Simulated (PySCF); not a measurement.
Nuclear quadrupole coupling in `[F][GeH2-]`

Compound: FGeH2 (charge -1).
Structure used (PBE0-D3(BJ)/def2-SVP), in Å, numbered top down from 1:
```xyz
4
FGeH2 angstrom
F      1.576   -0.030   -0.176
Ge    -0.055    0.003    0.665
H     -0.778   -1.142   -0.256
H     -0.732    1.174   -0.256
```

Field gradients from the PBE0/pcSseg-1 density (PySCF, non-relativistic), principal values in atomic units, ordered |Vxx| ≤ |Vyy| ≤ |Vzz|:

```json
{"atom": "Ge2", "Vxx": "0.0083", "Vyy": "2.2649", "Vzz": "-2.2731"}
```

Q: Find the asymmetry η = (Vxx − Vyy)/Vzz and the couplings χ = eQV/h (234.96 MHz × Q in barn × V in au), with Q(73Ge) = −0.196 b.

A: 
```json
{"atom": "Ge2", "environment": "germanium bonded to F and 2 H", "nucleus": "73Ge", "η": "0.99", "χzz (MHz)": "104.7", "χxx (MHz)": "-0.4", "χyy (MHz)": "-104.3"}
```

At Ge2 η is above 0.9: Vyy and Vzz are nearly equal in size and opposite in sign, so a small change could swap them and flip the sign of χzz. The tensor is traceless: Vxx + Vyy + Vzz = 0.

Q: What is Vzz at Ge2 in SI units (1 au = 9.71736 × 10²¹ V/m²)?

A: -2.2731 au = -22.089 × 10²¹ V/m².

Q: And the gradient at the other heavy atoms, for which no coupling is worked out here?

A: 
```csv
atom,environment,Vzz (au),η
F1,fluorine bonded to Ge,1.507,0.15
```

Q: What couplings would deuterons (Q(2H) = 0.00286 b) have in place of the hydrogens, at this geometry?

A: 
| atom | bonded to | bond length (Å) | Vzz (au) | η | χzz (kHz) |
| --- | --- | --- | --- | --- | --- |
| H3 | Ge2 | 1.637 | 0.1032 | 0.12 | 69 |
| H4 | Ge2 | 1.637 | 0.1032 | 0.12 | 69 |

Isolated species at its PBE0-D3(BJ)/def2-SVP geometry, gas phase. The calculation is non-relativistic, for germanium too. The pcSseg-1 basis has no diffuse functions, a weakness for an anion. The HOMO energy is positive at this level (+0.03 eV), so the outermost electrons may be held by the finite basis alone. These gradients aren't converged with respect to the basis.
